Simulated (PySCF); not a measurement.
Job for PySCF: R-B3LYP/3-21G on BrHSSn (SMILES [SH][Sn][Br]), a point of a torsion scan.

```python
from pyscf import gto, scf, dft, mp
from pyscf.data.elements import chemcore

mol = gto.M(
    atom='''
    S    -1.47374306    0.40458884    0.43457612
    Sn    0.83249437    1.05314998   -0.18995674
    Br    0.48711970    1.57847747   -2.65163352
    H    -1.58988321   -0.60912539   -0.41387891
    ''',
    basis='3-21g',
    charge=0, spin=0, verbose=3, max_memory=1800)
mf = dft.RKS(mol, xc='b3lyp')
mf.conv_tol = 1e-8
mf.max_cycle = 100
mf.kernel()
if not mf.converged:
    mf = mf.newton().run(mf.mo_coeff, mf.mo_occ)
```

It printed:

```
converged SCF energy = -8957.5431162448
```

The calculation finished and met its thresholds.

Cost: about 5 core-seconds (a rough figure).
